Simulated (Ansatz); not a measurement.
Consider the redistribution: `BN[SiH2]F` + `N[SiH2]S[SiH3]` → `N[SiH2]S[SiH2]F` + `BN[SiH3]`.

Computed with Ansatz on PBE0-D4/def2-TZVP structures; ΔE is electronic, products minus reactants. CCSD(T)/CBS is the MP2 limit (def2-TZVPP, def2-QZVPP) plus CCSD(T) − MP2 in def2-TZVPP, frozen cores. Functionals use def2-TZVPP. B3LYP here is the variant with VWN-RPA as its local correlation; programs differ in this. One conformer a species, not always the lowest.

(1) Is it downhill or uphill in electronic energy at CCSD(T)/CBS, and by how much? (Estimate.)

(2) What do these levels give: PBE0-D4, B3LYP-D4, ωB97X-V, HF/def2-QZVPP, SCS-MP2/def2-QZVPP, HF/CBS(def2)? (Estimate.)

Largest T1 diagnostic among the species: 0.012.

Answers

(1) Ansatz gave: Uphill: ΔE = +8.6 kJ/mol.

(2) Computed: PBE0-D4 7.5, B3LYP-D4 6.5, ωB97X-V 7.8, HF/def2-QZVPP 12.0, SCS-MP2/def2-QZVPP 8.7, HF/CBS(def2) 12.0 kJ/mol.

In def2-TZVPP, CCSD(T) changes the Hartree–Fock value by −3.4 kJ/mol (the triples alone add −0.8 kJ/mol) and MP2 by −3.4 kJ/mol.
